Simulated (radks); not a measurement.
The numbers below are computed, except where a source is named.
Question: The mean radii <r> (bohr) of the occupied orbitals of an atom or ion are listed with their occupations. Code: a radial shooting solver on a logarithmic mesh with Libxc functionals. Model: non-relativistic Kohn-Sham, LDA (Slater exchange, Perdew-Wang correlation), spin-unpolarised, spherical densities, point nucleus.

orbital  occ.      <r>
1s          2  0.03634
2s          2   0.1588
2p          6   0.1360
3s          2   0.4394
3p          6   0.4334
3d         10   0.4096
4s          2    1.023
4p          2    1.069

Name the element and its charge.

Answer: Z = 42, molybdenum, charge +10: Mo10+ in [Ar] 3d10 4s2 4p2. The 1s radius gives Z: for a bare nucleus <r> = 1.5/Z, 0.03571 bohr for Z = 42, and screening makes it slightly larger (0.03634 here). The occupations add up to 32, and the charge is Z minus that.
